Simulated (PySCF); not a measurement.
[Ru(H2O)6]3+ (charge +3 and doublet state).
Bonds: Ru1–O2, Ru1–O5, Ru1–O8, Ru1–O11, Ru1–O14, Ru1–O17. Hydrogens: H3, H4 on O2; H6, H7 on O5; H9, H10 on O8; H12, H13 on O11; H15, H16 on O14; H18, H19 on O17.

Computed with PBE0-D3(BJ)/def2-SVP geometry optimisation, gas phase, def2 core potentials past Kr in PySCF.

Task: What internal coordinates does the optimisation give?

Result: 
| bond | length (Å) |
| --- | --- |
| Ru1–O2 and 3 like bonds | 2.025 |
| Ru1–O8, Ru1–O11 | 2.091 |
| O2–H3 | 0.977 |
| O2–H4 | 0.977 |
| O5–H6 | 0.977 |
| O5–H7 | 0.977 |
| O8–H9 and 3 like bonds | 0.975 |
| O14–H15 | 0.977 |
| O14–H16 | 0.976 |
| O17–H18 | 0.977 |
| O17–H19 | 0.977 |

Bonds in one row agree within 0.01 Å and their mean is given. A selection of angles:
| angle | degrees |
| --- | --- |
| O2–Ru1–O5 | 176.6 |
| O2–Ru1–O8 | 87.2 |
| O2–Ru1–O11 | 92.0 |
| O2–Ru1–O14 | 90.0 |
| O8–Ru1–O11 | 179.1 |
| O8–Ru1–O14 | 92.6 |
| Ru1–O2–H3 | 129.0 |
| Ru1–O2–H4 | 122.7 |
| H3–O2–H4 | 108.1 |
| Ru1–O5–H6 | 129.2 |
| Ru1–O5–H7 | 122.8 |
| H6–O5–H7 | 107.8 |
| Ru1–O8–H9 | 126.2 |
| H9–O8–H10 | 106.7 |
| Ru1–O11–H13 | 126.8 |
| Ru1–O14–H15 | 122.6 |
| Ru1–O14–H16 | 129.1 |
| H15–O14–H16 | 108.1 |
| Ru1–O17–H18 | 123.1 |
| Ru1–O17–H19 | 128.7 |
| H18–O17–H19 | 107.9 |

The O–Ru distances run from 2.024 Å (Ru1–O14) to 2.091 Å (Ru1–O11), a spread of 0.067 Å. O2 (oxygen bonded to Ru and 2 H) is planar (angles 129.0°, 122.7° and 108.1°, sum 359.8°, 0.03 Å off the plane of its three neighbours). Ru1 (ruthenium bonded to 6 O) is octahedral (the three widest angles are 179.1°, 176.7° and 176.6°, the others run from 87.0° to 92.6°).

Point group: near C2, missed by 0.17 Å at most; the miss may be what the optimiser left on a soft mode. Whether it is a minimum is left open (no frequencies). ⟨S²⟩ = 0.752 (exact for a doublet: 0.75). The ion is multiply charged and computed without counter-ions or solvent.

Neither the SCF state along the optimisation nor the shape of the open-shell metal species was proved the lowest: other solutions of the same spin, or a structure of lower symmetry, can lie below.
